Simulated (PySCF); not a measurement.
CH₅BrOSn, SMILES C[O][SnH2][Br].

Coordinates come from a PBE-D3(BJ)/def2-SVP optimisation. The structure was generated by enumeration; whether it is a known compound was not checked. The def2 effective core potentials stand for the cores of Sn; spin–orbit coupling is left out. The values are those of a single conformer.

Computed with PBE-D3(BJ)/def2-SVP run with PySCF.

Frequencies are harmonic and unscaled.

Q: Give all harmonic wavenumbers and intensities. (The exact figures need the calculation; the answer reports its results.)

A: 
```csv
mode,ν (cm⁻¹),IR (km/mol),moving atoms (share of kinetic energy)
1,51,1.9,"C 43 %, H 23 %, Br 19 %, Sn 12 %"
2,111,3.3,"H 67 %, O 23 %"
3,142,5.3,"H 48 %, O 35 %, C 12 %"
4,214,3.1,"O 35 %, H 27 %, C 25 %, Sn 10 %"
5,246,27.9,"Br 57 %, Sn 40 %"
6,404,28.2,H 87 %
7,486,10.3,H 88 %
8,539,38.5,"O 69 %, H 13 %, Sn 11 %"
9,602,147.9,H 97 %
10,632,109.2,H 99 %
11,1076,166.7,"O 50 %, C 45 %"
12,1129,0.4,"H 76 %, C 19 %"
13,1146,0.0,"H 73 %, C 20 %"
14,1412,7.8,H 93 %
15,1414,7.1,H 94 %
16,1427,24.4,H 94 %
17,1840,102.3,H 99 %
18,1899,111.7,H 99 %
19,2892,92.8,H 97 %
20,2961,41.1,"H 91 %, C 9 %"
21,3014,27.1,"H 91 %, C 9 %"
```
